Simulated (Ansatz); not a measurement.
Born–Oppenheimer molecular dynamics of CH$_{6}$O$_{4}$Si (12 atoms, charge 0, multiplicity 1). It starts from a relaxed structure.

Computed with RKS PBE-D4/6-31G in Ansatz 0.2.0.

| Item | Value |
| --- | --- |
| ensemble | NVT, Nosé–Hoover chain |
| time step | 1 fs |
| steps asked | 600 |
| set temperature | 500 K |
| thermostat | time constant 3 fs, chain length 1 |
| seed | 918275 |

First frame:

```xyz
12
Properties=species:S:1:pos:R:3
O -0.843 -1.953 0.709
C 0.407 -1.193 0.741
Si 0.131 0.467 -0.157
O 1.697 1.058 -0.575
O -0.857 -0.042 -1.483
O -0.841 1.724 0.541
H -1.204 -1.876 -0.214
H 1.243 -1.722 0.240
H 0.679 -1.067 1.798
H 1.826 1.853 -1.135
H -1.558 0.552 -1.826
H -0.604 2.144 1.394
```

Task: How far do the bonds stretch over the last three quarters of this one trajectory? (Pairs bonded in most of those frames.)

Result: 
```
  bond  mean (Å)  spread (Å)  shortest  longest
 O1–C2     1.475       0.040      1.38     1.59
 O1–H7     1.005       0.059      0.90     1.11
C2–Si3     1.938       0.075      1.79     2.14
 C2–H8     1.111       0.016      1.08     1.14
 C2–H9     1.104       0.010      1.08     1.13
Si3–O4     1.737       0.038      1.65     1.85
Si3–O5     1.747       0.053      1.63     1.88
Si3–O6     1.731       0.052      1.64     1.86
O4–H10     0.991       0.046      0.90     1.09
O5–H11     0.992       0.048      0.90     1.08
O6–H12     0.984       0.014      0.95     1.01
```

Mean temperature of the second half: 500 K. The conserved energy stayed within 4.8 meV per atom of its start (net change 1.2 meV per atom), so there is no drift, though single steps change it by up to 43 meV in the whole system, a sign of fast motions only just resolved. A run of 0.6 ps of so small a system gives no equilibrium averages. Limits of this set-up: no polarisation functions.

Time of the run: 32 min on 2 threads of Arm Neoverse N1, on a shared host, peak memory 0.12 GiB.
